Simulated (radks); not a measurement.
Ionisation of the rhenium ion Re+, [Xe] 4f14 5d5 6s1, to [Xe] 4f14 5d5 as the strength of local exchange is varied. All-electron calculation, Dirac Kohn-Sham, Slater X-alpha exchange (alpha = 2/3 is LDA exchange), no correlation, spin-unpolarised, spherical densities, point nucleus; open shells fill j = l - 1/2 first. Program: a radial shooting solver on a logarithmic mesh with Libxc functionals.

alpha	E(Re+) (hartree)	exchange (hartree)	IE (eV)	-e of the level emptied (eV)	<r> of it (bohr)
0.575	-16656.8401	-271.0824	14.798	11.171 (6s1/2)	2.950
0.667	-16700.2739	-315.3345	15.483	11.827 (6s1/2)	2.897
0.687	-16709.7320	-324.9864	15.634	11.972 (6s1/2)	2.885
0.971	-16844.6551	-463.2721	17.855	14.129 (6s1/2)	2.731
1.024	-16869.9618	-489.3324	18.284	14.551 (6s1/2)	2.704

NIST Atomic Spectra Database: 16.6 +/- 0.5 eV (semi-empirical). The Delta-SCF value meets it near alpha = 0.81. Spin polarisation and multiplet splitting are left out, so open shells lie too high by an amount that depends on their filling.

Beside tabulated values, note that spin-unpolarised runs miss the spin-polarisation part of the exchange energy of open shells.
